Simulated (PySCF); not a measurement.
Compound: GeH₅NS.
Numbering: `[NH2:1][GeH2:2][SH:3]` (hydrogens: H4, H5 on N1; H6, H7 on Ge2; H8 on S3)

Computed with PBE0-D3(BJ)/def2-SVP geometry optimisation, gas phase in PySCF 2.14.0.

List the bond lengths, angles and torsions at this level.

```tsv
bond	length (Å)	order
N1–Ge2	1.830	single
Ge2–S3	2.245	single
N1–H4, N1–H5	1.017	single
Ge2–H6, Ge2–H7	1.536	single
S3–H8	1.351	single
```

Bonds in one row agree within 0.01 Å and their mean is given. Orders are formal, as drawn. A selection of angles:
```tsv
angle	degrees
Ge2–N1–H4	114.3
H4–N1–H5	108.1
N1–Ge2–S3	115.6
N1–Ge2–H6	106.6
S3–Ge2–H6	109.4
S3–Ge2–H7	103.8
H6–Ge2–H7	113.5
Ge2–S3–H8	94.5
```

Torsions: H8–S3–Ge2–N1 70° (synclinal). The mirror-image conformer, all signs reversed, is as good.

Ge2 (germanium bonded to N, S and 2 H) is distorted tetrahedral (angles from 103.8° to 115.6°). N1 (nitrogen bonded to Ge and 2 H) is pyramidal (angles 114.3°, 114.0° and 108.1°, sum 336.5°, 0.34 Å off the plane of its three neighbours).

PBE0-D3(BJ)/def2-SVP frequencies: not computed here. The numbers are those of one conformer (H–N1–Ge2–S3 -70° and 55°, N1–Ge2–S3–H 70°).
